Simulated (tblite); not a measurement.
C6H5FSi.
Atom-mapped SMILES: `[CH:1]#[C:2][C:3]1=[CH:4][CH:5]=[CH:6][Si@H:7]1[F:8]` (hydrogens: H9 on C1; H10 on C4; H11 on C5; H12 on C6; H13 on Si7)

Structure optimised with GFN2-xTB, isolated species.

Q: List the bond lengths, angles and torsions at this level.

A: 
| bond | length (pm) | order |
| --- | --- | --- |
| C1≡C2 | 120.4 | triple |
| C2–C3 | 139.6 | single |
| C3=C4 | 135.1 | double |
| C4–C5 | 145.1 | single |
| C5=C6 | 134.2 | double |
| C6–Si7 | 188.2 | single |
| Si7–F8 | 161.6 | single |
| C3–Si7 | 190.3 | single |
| C1–H9 | 104.9 | single |
| C4–H10 | 108.0 | single |
| C5–H11 | 108.1 | single |
| C6–H12 | 107.6 | single |
| Si7–H13 | 145.0 | single |

Orders are formal, as drawn. A selection of angles:
| angle | degrees |
| --- | --- |
| C1–C2–C3 | 177.4 |
| C2–C3–C4 | 124.7 |
| C2–C3–Si7 | 126.5 |
| C4–C3–Si7 | 108.7 |
| C3–C4–C5 | 116.2 |
| C4–C5–C6 | 116.8 |
| C5–C6–Si7 | 109.4 |
| C6–Si7–F8 | 113.4 |
| C3–Si7–C6 | 88.9 |
| C3–Si7–F8 | 112.6 |

Dihedral angles: C2–C3–C4–C5 180° (antiperiplanar); C3–C4–C5–C6 0° (synperiplanar); C4–C5–C6–Si7 1° (synperiplanar); C5–C6–Si7–F8 -116° (anticlinal); C2–C3–Si7–C6 180° (antiperiplanar).

Si7 (fluorine-bound silicon) has angles from 88.9° to 119.7°. The 5-membered ring C3–C4–C5–C6–Si7 has internal angles of 88.9° to 116.8°; it is almost planar, 0.01 Å rms from its mean plane, widest ring torsion 2°. The C–C distances run from 1.204 Å (C1≡C2, drawn triple) to 1.451 Å (C4–C5, drawn single), a spread of 0.247 Å. The 2 C–Si bonds span 1.882 Å (C6–Si7, drawn single) to 1.903 Å (C3–Si7, drawn single), a spread of 0.021 Å.

Point group: C1 (no symmetry element, even within 0.4 Å). Its GFN2-xTB frequencies are all real (lowest 94 cm⁻¹).

These are computed values.
